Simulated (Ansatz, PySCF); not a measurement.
Spin states of CMoO (SMILES [O+]#[C-]->[Mo]), each relaxed with B3LYP-D3(BJ)/def2-TZVP.
State 1 (charge 0, multiplicity 5):
```xyz
3

Mo    -1.074    -0.859    -0.979
O      0.889     0.757     0.786
C      0.152     0.150     0.123
```
State 2 (charge 0, multiplicity 7):
```xyz
3

Mo    -1.139    -1.033    -0.999
O      0.927     0.552     0.898
C      0.179     0.528     0.031
```

Singlets are restricted, other states unrestricted; no spin–orbit coupling, no relativity up to Kr; see below for the cores. The largest T1 diagnostic is 0.050.

Programs: Ansatz (Gaussian orbitals); PySCF for the dispersion terms. Each number belongs to the level named beside it. In def2 rows elements past Kr take small-core potentials, without spin–orbit coupling.

| level | energy of the multiplicity-7 state less that of the multiplicity-5 state (kcal/mol) |
|---|---|
| PBE-D4/def2-TZVPP | 11.77 |
| BLYP-D3(BJ)/def2-TZVPP | 13.81 |
| BLYP-D4/def2-TZVPP | 13.78 |
| r2SCAN-D3(BJ)/def2-TZVPP | 3.23 |
| r2SCAN-D4/def2-TZVPP | 3.23 |
| B97M-V/def2-TZVPP | -0.90 |
| B3LYP-D3(BJ)/def2-TZVPP | 9.04 |
| PBE0-D4/def2-TZVPP | 5.41 |
| BHLYP-D3(BJ)/def2-TZVPP | ? |

Task: Complete the blanks.

Result: 
- BHLYP-D3(BJ)/def2-TZVPP, energy of the multiplicity-7 state less that of the multiplicity-5 state (kcal/mol): 2.33

Doubts at one or more of the structures used: a spin-contaminated determinant (BHLYP-D3(BJ)/def2-TZVPP).

Ansatz is a first-principles code.
